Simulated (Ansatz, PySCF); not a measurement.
The PySCF input:
```python
from pyscf import gto, scf, dft

mol = gto.Mole()
mol.atom = '''
    C    -0.23947062   -1.06595218   -1.65989926
    Ge    0.00000000    0.00000000   -0.00000000
    C    -0.06719706    1.93648478   -0.44088209
    C    -1.45232338   -0.43786460    1.28370447
    C     1.75899106   -0.43266800    0.81707688
    H    -1.19574845   -0.84621800   -2.12542525
    H    -0.20636169   -2.12977053   -1.44389199
    H     0.54406792   -0.84340260   -2.37823336
    H     0.06161749    2.54065356    0.45234337
    H    -1.02110312    2.19755474   -0.88962537
    H     0.71871324    2.20037014   -1.14243348
    H    -2.42529904   -0.20948328    0.85870428
    H    -1.43591229   -1.49303582    1.54023754
    H    -1.34257843    0.13361553    2.20067303
    H     1.81961363   -1.48776767    1.06718570
    H     2.57004324   -0.20139974    0.13284433
    H     1.91294749    0.13888367    1.72762118
'''
mol.basis = 'def2-svp'
mol.verbose = 4
mol.build()

mf = dft.RKS(mol)
mf.xc = 'r2scan'
mf.grids.atom_grid = (99, 590)
mf.grids.prune = None
mf.kernel()
```

Task: Convert this to an input for Ansatz (an electronic-structure program).

Result: This is not unique; one that fits is 
Ansatz 0.2 input:
```yaml
crystal:
  periodic: [false, false, false]
  atoms:
    - {symbol: C, position_ang: [-0.23947062, -1.06595218, -1.65989926]}
    - {symbol: Ge, position_ang: [0.00000000, 0.00000000, -0.00000000]}
    - {symbol: C, position_ang: [-0.06719706, 1.93648478, -0.44088209]}
    - {symbol: C, position_ang: [-1.45232338, -0.43786460, 1.28370447]}
    - {symbol: C, position_ang: [1.75899106, -0.43266800, 0.81707688]}
    - {symbol: H, position_ang: [-1.19574845, -0.84621800, -2.12542525]}
    - {symbol: H, position_ang: [-0.20636169, -2.12977053, -1.44389199]}
    - {symbol: H, position_ang: [0.54406792, -0.84340260, -2.37823336]}
    - {symbol: H, position_ang: [0.06161749, 2.54065356, 0.45234337]}
    - {symbol: H, position_ang: [-1.02110312, 2.19755474, -0.88962537]}
    - {symbol: H, position_ang: [0.71871324, 2.20037014, -1.14243348]}
    - {symbol: H, position_ang: [-2.42529904, -0.20948328, 0.85870428]}
    - {symbol: H, position_ang: [-1.43591229, -1.49303582, 1.54023754]}
    - {symbol: H, position_ang: [-1.34257843, 0.13361553, 2.20067303]}
    - {symbol: H, position_ang: [1.81961363, -1.48776767, 1.06718570]}
    - {symbol: H, position_ang: [2.57004324, -0.20139974, 0.13284433]}
    - {symbol: H, position_ang: [1.91294749, 0.13888367, 1.72762118]}
basis:
  gaussian:
    orbitals: def2-SVP
hamiltonian:
  xc: r2scan
accuracy: high
```

Both were run: PySCF gave -2236.185122 Eh and Ansatz -2236.185084 Eh, 0.038 mEh apart.
